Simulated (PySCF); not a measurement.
Relaxation of singlet SiSBr₂

Method: PBE in PySCF with Si def2-SVP, S def2-SVP, Br def2-SVP; no relativity; density-fitted integrals. A (50,194) grid was used.

A hand-made trigonal pyramidal start, of Cs symmetry, held to at least that symmetry:

```xyz
4
charge 0 multiplicity 1, angstrom
Si   -0.2377   -0.4117   -0.9211
S    -1.1250   -1.9487    0.0225
Br    1.7931   -0.4116    0.1587
Br   -1.2531    1.3470    0.1587
```

Optimiser trace:
| step | E − E(last) (kJ/mol) | largest gradient (Eh/bohr) |
| --- | --- | --- |
| 0 | 187.08 | 0.05920 |
| 1 | 97.64 | 0.04802 |
| 2 | 29.58 | 0.02815 |
| 3 | 6.86 | 0.01311 |
| 4 | 1.28 | 0.00641 |
| 5 | 0.03 | 0.00246 |
| 6 | 0.01 | 0.00113 |
| 7 | 0.00 | 0.00004 |

It ends at C2v with Si–Br 2.216 Å (×2), Si–S 1.957 Å; Br–Si–Br 107.3°, Br–Si–S 126.3° (×2). No frequency check is given, so it may be a saddle point.

Final geometry:
```xyz
4
charge 0 multiplicity 1, angstrom
Si   -0.3313   -0.5738   -0.0470
S    -1.3075   -2.2647   -0.1854
Br    1.8697   -0.3323    0.0459
Br   -1.2227    1.4531    0.0459
```

The relaxation took roughly 90 core-seconds on a shared host.
